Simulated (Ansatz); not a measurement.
Total energies of `[AlH2][O]B[SiH2][SiH3]`.

```xyz
13

Al    1.855    0.036   -2.582
O     1.269    0.675   -1.132
B     0.800    1.123    0.031
Si    0.146   -0.183    1.447
Si   -2.151   -0.525    1.124
H     3.407   -0.219   -2.670
H     0.795   -0.239   -3.715
H     0.723    2.315    0.209
H     0.815   -1.514    1.336
H     0.341    0.324    2.836
H    -2.717   -1.471    2.124
H    -2.393   -1.085   -0.235
H    -2.890    0.763    1.228
```

Charge 0, multiplicity 1. Geometry: relaxed with PBE0-D4/def2-TZVP. It is one conformer, not always the lowest. Basis def2-TZVPP, the Gaussian-basis code of Ansatz.

RPA on PBE orbitals: Hartree–Fock energy of these orbitals -924.05826 Eh, correlation -1.22626 Eh (frozen core).

```csv
functional,kind,energy without D4 (Eh),D4 term (kJ/mol)
HSE06 (plane-wave form),screened hybrid,-925.91431,-22.9
BHLYP,"global hybrid, 50 %",-926.38206,-37.7
```

Give the same for LDA (SPW92), PBE, revPBE, BLYP, r2SCAN, B97M-V, PBE0, B3LYP, r2SCANh, r2SCAN0, CAM-B3LYP, LC-ωPBE, ωB97X-V, ωB97M-V, B2PLYP, PBE-QIDH. (An estimate is asked.)

The calculation gave: 
```tsv
functional	kind	energy without D4 (Eh)	D4 term (kJ/mol)
LDA (SPW92)	LDA	-922.15732	–
PBE	GGA	-925.84511	-28.1
revPBE	GGA	-926.21287	-74.2
BLYP	GGA	-926.38532	-59.6
r2SCAN	meta-GGA	-926.28570	-7.2
B97M-V	meta-GGA with VV10	-926.21695	–
PBE0	global hybrid, 25 % exact exchange	-925.93983	-24.3
B3LYP	global hybrid, 20 %	-926.50747	-45.3
r2SCANh	meta-GGA hybrid, 10 %	-926.27588	-7.8
r2SCAN0	meta-GGA hybrid, 25 %	-926.26247	-8.7
CAM-B3LYP	range-separated hybrid	-926.40030	-25.2
LC-ωPBE	long-range corrected hybrid	-926.09287	–
ωB97X-V	range-separated hybrid GGA with VV10	-926.26480	–
ωB97M-V	range-separated hybrid meta-GGA with VV10	-926.30856	–
B2PLYP	double hybrid	-925.98615	–
PBE-QIDH	double hybrid	-925.66722	–
```

B3LYP takes the VWN-RPA correlation (the form of Gaussian; ORCA's B3LYP/G). HSE06 is the plane-wave form, built on full-range PBE exchange. The double hybrids freeze the cores in their second-order part.

LC-ωPBE has ω = 0.4 bohr⁻¹.
